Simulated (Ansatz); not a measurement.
One change: `BNBNC` becomes `CN[BH][AlH2]`.

Ansatz, PBE0-D4/def2-TZVP geometries, multiplicity 1. Each molecule was computed in one conformer, which needn't be the lowest.

```csv
property,`BNBNC`
HOMO–LUMO gap (ωB97M-V/def2-TZVPP) / eV,11.19
LUMO energy (PBE/def2-TZVPP) / eV,-1.32
"ideal-gas entropy at 298 K and 1 bar (rigid rotor, harmonic PBE0-D4/def2-TZVP) / J/(mol·K)",326
LUMO energy (B3LYP/def2-TZVPP) / eV,-0.57
HOMO–LUMO gap (PBE0/def2-TZVPP) / eV,7.01
LUMO energy (PBE0/def2-TZVPP) / eV,-0.36
```

(1) What does the change do to each property? (An estimate is asked.)

Answers

(1) Computed: 
```csv
property,`CN[BH][AlH2]`,shift
HOMO–LUMO gap (ωB97M-V/def2-TZVPP) / eV,8.87,-2.32
LUMO energy (PBE/def2-TZVPP) / eV,-2.61,-1.29
"ideal-gas entropy at 298 K and 1 bar (rigid rotor, harmonic PBE0-D4/def2-TZVP) / J/(mol·K)",332,6
LUMO energy (B3LYP/def2-TZVPP) / eV,-2.03,-1.46
HOMO–LUMO gap (PBE0/def2-TZVPP) / eV,5.06,-1.95
LUMO energy (PBE0/def2-TZVPP) / eV,-1.84,-1.48
```

With PBE0 the HOMO rises by 0.48 eV and the LUMO falls by 1.48 eV, so the gap narrows by about 1.96 eV. PBE moves the HOMO by 0.40 eV and ωB97M-V by 0.67 eV. The zero-point energy changes by -71.0 kJ/mol with -6 modes.

B3LYP here is the variant with VWN-RPA as its local correlation; programs differ in this.
